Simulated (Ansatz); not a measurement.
System: CH3BCl, charge 0, doublet. CH3BCl (SMILES C[B]Cl, doublet).
B3LYP-D3(BJ)/def2-TZVP minimum from Ansatz (a quantum-chemistry and plane-wave program):
```
C
H 1 1.0901
H 1 1.0946 2 109.68
H 1 1.0984 2 106.85 3 -115.72
B 1 1.5465 2 113.22 4 -117.38
Cl 5 1.7352 1 125.97 2 -157.60
```
Charge 0, spin multiplicity 2.

Total energies in aug-cc-pV(D+d)Z, 17 correlated electrons, 7 frozen orbitals. Radicals and triplets start from unrestricted determinants; spin-orbit coupling is neglected. Correlated methods leave the cores frozen. No relativity.

```csv
method,program,energy (Eh),minus CCSDT(Q) (mEh)
HF,Ansatz,-523.79972,414.07
MP2,Ansatz,-524.16090,52.89
CCSD,Ansatz,-524.19868,15.11
CCSD(T),Ansatz,-524.21185,1.94
CCSDT(Q),Ansatz,-524.21379,0.00
```

Rough core times of Ansatz's runs on a shared machine: CCSD(T) 40 s, CCSDT(Q) 2 h.
